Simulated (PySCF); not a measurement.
VO3, SMILES [O]=[V](=[O])=[O] (connectivity only; charge and spin as stated), neutral, multiplicity 2. Geometry optimised at B3LYP-D3(BJ)/def2-SVP. The spin state was assumed, not searched.

Method: B3LYP-D3(BJ)/def2-SVP run with PySCF.

Harmonic wavenumbers (cm⁻¹): 178, 227, 347, 636, 1011, 1038. Rotational constants (GHz): 8.231, 7.392, 4.281; symmetry number 1.

**Question.** Work out the zero-point energy and the ideal-gas rigid-rotor harmonic-oscillator thermochemistry at 298.15 K and 1 atm.

**Answer.** ZPE = ½ Σ hcν = ½ × 3437 cm⁻¹ = 4.91 kcal/mol. H − E(el) = 8.34 kcal/mol. Entropy in cal/(mol K): translation 39.69, rotation 24.63, vibration 5.99, spin 1.38, total 71.68. G − E(el) = -13.03 kcal/mol. Cp = 14.86 cal/(mol K).
